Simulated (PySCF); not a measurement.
Potential energy surface of H2B (anion, charge -1), singlet: symmetric bend, bond length relaxed. Scanned: H-B-H angle. Other coordinates (B-H bond length) were minimised at PBE0/def2-TZVP.

The free coordinates were minimised at PBE0/def2-TZVP in PySCF; the energy column is CCSD(T) on RHF/aug-cc-pVDZ, 1 core orbital frozen (PySCF), in eV.

| a / ° | B-H bond length / Å | E |
|---|---|---|
| 180 | 1.182 | 0.945 |
| 170 | 1.184 | 0.903 |
| 160 | 1.189 | 0.784 |
| 150 | 1.198 | 0.614 |
| 140 | 1.208 | 0.422 |
| 130 | 1.220 | 0.239 |
| 120 | 1.231 | 0.092 |
| 110 | 1.243 | 0.006 |
| 100 | 1.255 | 0.000 |
| 90 | 1.268 | 0.092 |
| 80 | 1.281 | 0.293 |
| 70 | 1.297 | 0.610 |
| 60 | 1.316 | 1.039 |
